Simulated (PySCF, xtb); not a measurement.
C4H4ClF, SMILES F[C@H]1C=C(Cl)C1.

Harmonic wavenumbers (cm⁻¹) from xtb with GFN2-xTB at its own minimum, in rising order: 115, 255, 368, 408, 437, 534, 759, 832, 932, 966, 999, 1025, 1085, 1126, 1167, 1179, 1231, 1286, 1431, 1648, 2941, 3012, 3022, 3167.

**Question.** What does TPSSh-D3(BJ)/def2-SVP (PySCF 2.14.0) give at its own minimum? (An estimate is asked for; the answer gives what the named calculation found.)

**Answer.** 114, 263, 395, 423, 442, 552, 781, 867, 915, 968, 1001, 1061, 1130, 1159, 1189, 1221, 1291, 1364, 1463, 1656, 3058, 3064, 3131, 3241. Paired by order, the mean absolute difference is 36 cm⁻¹ and the zero-point energies are 42.8 and 44.0 kcal/mol.
